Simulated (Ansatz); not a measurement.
Total energies of C$_{4}$H$_{6}$O$_{2}$S, SMILES `O=S1(=O)CC=CC1`.

```xyz
13

O     1.977   -0.991   -1.051
S     1.231    0.065   -0.426
O     1.835    1.352   -0.215
C     0.525   -0.494    1.136
C    -0.915   -0.124    1.033
C    -1.349    0.275   -0.159
C    -0.347    0.308   -1.262
H     0.692   -1.570    1.221
H     1.057    0.019    1.939
H    -1.557   -0.180    1.904
H    -2.374    0.572   -0.343
H    -0.298    1.265   -1.786
H    -0.476   -0.496   -1.990
```

Total charge 0; spin multiplicity 1. Geometry: relaxed with PBE0-D4/def2-TZVP. Basis def2-TZVPP, Ansatz.

RPA on PBE orbitals: Hartree–Fock energy of these orbitals -702.21571 Eh, correlation -2.05770 Eh (frozen core).

```csv
functional,energy without D4 (Eh),D4 term (kJ/mol)
LDA (SPW92),-700.91780,–
PBE,-704.25242,-36.2
BLYP,-704.67453,-80.8
B97M-V,-704.64074,–
PBE0,-704.29591,-30.4
B3LYP,-704.79064,-58.2
r2SCANh,-704.57326,-9.4
r2SCAN0,-704.54497,-10.4
BHLYP,-704.59361,-42.0
CAM-B3LYP,-704.64867,-30.5
ωB97X-V,-704.62390,–
ωB97M-V,-704.64627,–
B2PLYP,-704.41271,–
PBE-QIDH,-704.16605,–
```

Q: Give the same for revPBE, r2SCAN, HSE06 (plane-wave form), LC-ωPBE. (Estimate.)

A: The calculation gave: 
```json
{"functional": "revPBE", "energy without D4 (Eh)": "-704.61351", "D4 term (kJ/mol)": "-117.0"}
{"functional": "r2SCAN", "energy without D4 (Eh)": "-704.59337", "D4 term (kJ/mol)": "-9.0"}
{"functional": "HSE06 (plane-wave form)", "energy without D4 (Eh)": "-704.27322", "D4 term (kJ/mol)": "-28.1"}
{"functional": "LC-ωPBE", "energy without D4 (Eh)": "-704.47199", "D4 term (kJ/mol)": "–"}
```

B3LYP takes the VWN-RPA correlation (the form of Gaussian; ORCA's B3LYP/G). HSE06 is the plane-wave form, built on full-range PBE exchange. The double hybrids freeze the cores in their second-order part.

LC-ωPBE has ω = 0.4 bohr⁻¹.
